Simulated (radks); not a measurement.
K4+, 15 electrons, occupied as [Ne] 3s2 3p3. All-electron calculation, non-relativistic Kohn-Sham, exchange-only B88, spin-polarised, spherical densities, point nucleus; open shells are filled with parallel spins first. Program: a radial shooting solver on a logarithmic mesh with Libxc functionals.

Normalised radial functions P(r) = r R(r), r in bohr:

| r | 2p up |
|---|---|
| 0.007604 | 0.0116 |
| 0.008505 | 0.0144 |
| 0.009589 | 0.0181 |
| 0.01081 | 0.0228 |
| 0.01209 | 0.0282 |
| 0.01363 | 0.0353 |
| 0.01537 | 0.0442 |
| 0.0172 | 0.0543 |
| 0.01939 | 0.0677 |
| 0.02169 | 0.0829 |
| 0.02445 | 0.1027 |
| 0.02757 | 0.1268 |
| 0.03083 | 0.1539 |
| 0.03477 | 0.1888 |
| 0.0392 | 0.2304 |
| 0.04384 | 0.2764 |
| 0.04943 | 0.3341 |
| 0.05574 | 0.4013 |
| 0.06234 | 0.4734 |
| 0.07029 | 0.5610 |
| 0.07862 | 0.6524 |
| 0.08864 | 0.7601 |
| 0.09995 | 0.8768 |
| 0.1118 | 0.9917 |
| 0.126 | 1.1181 |
| 0.1421 | 1.2438 |
| 0.159 | 1.3553 |
| 0.1792 | 1.4626 |
| 0.2005 | 1.5450 |
| 0.226 | 1.6073 |
| 0.2548 | 1.6359 |
| 0.285 | 1.6275 |
| 0.3214 | 1.5780 |
| 0.3624 | 1.4867 |
| 0.4053 | 1.3669 |
| 0.457 | 1.2082 |
| 0.5152 | 1.0282 |
| 0.5763 | 0.8517 |
| 0.6498 | 0.6658 |
| 0.7268 | 0.5059 |
| 0.8195 | 0.3574 |
| 0.9239 | 0.2374 |
| 1.033 | 0.1522 |
| 1.165 | 0.0877 |
| 1.314 | 0.0463 |
| 1.469 | 0.0233 |
| 1.657 | 0.0101 |
| 1.868 | 0.0039 |
| 2.089 | 0.0014 |
| 2.356 | 0.0004 |
| 2.635 | 0.0001 |
| 2.971 | 0.0000 |
| 3.35 | 0.0000 |
| 3.747 | 0.0000 |
| 4.224 | 0.0000 |

2p up: eigenvalue -342.69 eV, 0 radial nodes, <r> = 0.350 bohr, 90 % of the charge inside 0.579 bohr.
